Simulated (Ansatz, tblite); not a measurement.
Isomers of HfO$_{4}$H$_{4}$ (singlet), found by a short tight-binding search and relaxed with r2SCAN-D4/def2-SVP in Ansatz.

In the def2 sets Hf takes a core potential; there is no spin–orbit coupling. The xTB rows come from tblite. Correlated methods freeze 4 core orbitals; core or outer-core shells of Hf are correlated, in sets that lack core-valence functions.

A: At CCSD(T)/def2-TZVP the test of the restricted singlet for broken spin symmetry was undecided. It holds 2 O–O bonds. B: At CCSD(T)/def2-TZVP the test of the restricted singlet for broken spin symmetry was undecided. It holds 1 O–O bond.

Other spin states weren't relaxed.

A:

Cartesian coordinates in Å:
```
Hf -0.008 -0.683 0.524
O 0.766 1.856 -0.819
O 1.400 0.560 -0.822
O -1.892 -0.883 0.723
O 0.499 -0.380 -1.437
H 0.895 2.120 -1.751
H 0.712 -2.316 1.031
H 0.478 0.552 1.816
H -2.849 -0.827 0.736
```

B:

```
atom   x (Å)   y (Å)   z (Å)
 Hf1   0.297   0.142   0.196
  O2   0.273  -1.690  -1.191
  O3  -0.810   1.233  -0.955
  O4  -0.289  -1.812   0.175
  O5   0.235   0.679   2.039
  H6  -0.518  -1.802  -1.748
  H7  -1.434   1.916  -1.207
  H8   2.078   0.425  -0.275
  H9   0.169   0.908   2.967
```

Estimate their order by electronic energy at CCSD(T)/def2-TZVP, counted from the lowest.

B (0.0) < A (474.5), in kJ/mol.

Do the other levels pick the same lowest one?

All that were run do. Energies above each level's lowest (kJ/mol):

| level | A | B |
| --- | --- | --- |
| GFN1-xTB | 314.9 | 0.0 |
| GFN2-xTB | 196.7 | 0.0 |
| HF/def2-TZVP | 501.6 | 0.0 |
| PBE-D4/def2-TZVP | 433.7 | 0.0 |
| BLYP-D4/def2-TZVP | 436.1 | 0.0 |
| r2SCAN-D4/def2-TZVP | 456.1 | 0.0 |
| r2SCANh-D4/def2-TZVP | 464.5 | 0.0 |
| PBE0-D4/def2-TZVP | 460.4 | 0.0 |
| MP2/def2-TZVP | 502.0 | 0.0 |
| CCSD/def2-TZVP | 483.6 | 0.0 |
| CCSD(T)/def2-TZVP | 474.5 | 0.0 |
Point groups (tolerance 0.1 Å): A not assigned, B not assigned. Lower isomers may exist.
